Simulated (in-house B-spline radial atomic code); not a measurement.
How numerical settings move a run on Kr⁺, [Ar] 3d10 4s2 4p5. Computed with an all-electron radial atomic-structure program (B-spline basis): scalar-relativistic (X2C) OLYP, spherical fractional occupations, Fermi nucleus of rms radius 4.1884 fm.

Command:
```bash
python run_scf.py task.json out
```
Settings of the sound reference run:
```
Z                36
electrons        35
configuration    [Ar] 3d10 4s2 4p5
hamiltonian      x2c
method           optx,lyp
spin_polarised   False
nucleus          fermi
rms_radius       4.1884
mass_number      84
atomic_mass      83.9115
speed_of_light   137.036
knot_spacing     0.22
spline_order     8
gauss_points     12
box_radius       35.29
max_iterations   70
damping          0.5
damped_steps     3
diis_vectors     10
tolerance        1e-08
start            Thomas-Fermi
```

Cost of the run: 0.35 s on 1 thread of Arm Neoverse N1, with other jobs on the host.

It converges in 9 iterations to -2790.388693 hartree, with 4p at -19.5212 eV. The other runs change the listed settings, some to values that make no sense; their results aren't properties of the atom or ion. Radii are in bohr (the nuclear one in fm), a minus after a letter asks for a j subshell, and «unchanged» means within 1e-8 hartree. The run stops when the residual is below 10 × tolerance × max(1, Z/10), or a noise floor if that is larger, and the energy moves by less than 1e-8 × √|E| hartree; so very loose and very tight tolerances often act alike.

| changed settings | outcome |
| --- | --- |
| knot_spacing = 1.4 | converged in 10 iterations, energy +1.76e+02 hartree from the reference, 4p level -2.8e+00 eV (the program warns: 4p reaches the box edge; 2s reaches the box edge) |
| knot_spacing = 0.55 | converged in 9 iterations, energy +5.66e-02 hartree from the reference, 4p level -1.0e-02 eV |
| knot_spacing = 0.1 | converged in 9 iterations, energy -2.32e-06 hartree from the reference, 4p level -1.1e-05 eV |
| knot_spacing = 0.75 | converged in 11 iterations, energy +1.95e+00 hartree from the reference, 4p level -9.5e-02 eV |
| spline_order = 4 | converged in 9 iterations, energy +1.07e-03 hartree from the reference, 4p level -1.4e-04 eV |
| spline_order = 6 | converged in 9 iterations, energy +1.73e-06 hartree from the reference, 4p level -1.5e-05 eV |
| knot_spacing = 2 | converged in 9 iterations, energy +3.89e+02 hartree from the reference, 4p level -9.3e+00 eV (the program warns: 1s reaches the box edge; 2s reaches the box edge) |
| knot_spacing = 0.55, spline_order = 6, max_iterations = 5 | not converged after 5 iterations, last residual 2.9e-03, last energy +1.52e-01 hartree from the reference |
| damping = 0.2 | converged in 10 iterations, energy unchanged, 4p level +7.1e-06 eV |
| damping = 0.8 | converged in 10 iterations, energy unchanged, 4p level +9.1e-06 eV |
| knot_spacing = 0.3, spline_order = 3, max_iterations = 50, start = bare nucleus | converged in 11 iterations, energy +2.44e-01 hartree from the reference, 4p level -9.5e-03 eV |
| max_iterations = 75, damped_steps = 1, diis_vectors = 1 | not converged after 75 iterations, last residual 2.1e+00, last energy +1.76e+02 hartree from the reference |
| damping = 0 | converged in 11 iterations, energy unchanged, 4p level +6.1e-06 eV |
| electrons = 36, configuration = [Ar] 3d10 4s2 4p5 5s-1, max_iterations = 50 | stopped with error: j subshells need the Dirac Hamiltonian and l > 0 |
| knot_spacing = 0.3 | converged in 9 iterations, energy +4.15e-05 hartree from the reference, 4p level -3.1e-04 eV |
| knot_spacing = 0.15 | converged in 9 iterations, energy -2.73e-06 hartree from the reference, 4p level -1.0e-05 eV |
| spline_order = 5 | converged in 9 iterations, energy +3.39e-05 hartree from the reference, 4p level -1.5e-05 eV |

(1) What happens with knot_spacing = 0.4?

(2) What happens with spline_order = 7?

(3) What happens with damping = 0.95?

(4) What happens with knot_spacing = 0.15, spline_order = 10, max_iterations = 50, diis_vectors = 0?

Results:

(1) Converged in 9 iterations, energy +5.30e-04 hartree from the reference, 4p level +6.2e-04 eV.

(2) Converged in 9 iterations, energy -2.23e-07 hartree from the reference, 4p level -3.1e-05 eV.

(3) Converged in 11 iterations, energy unchanged, 4p level +6.2e-06 eV.

(4) Converged in 18 iterations, energy -2.83e-06 hartree from the reference, 4p level -3.2e-06 eV.
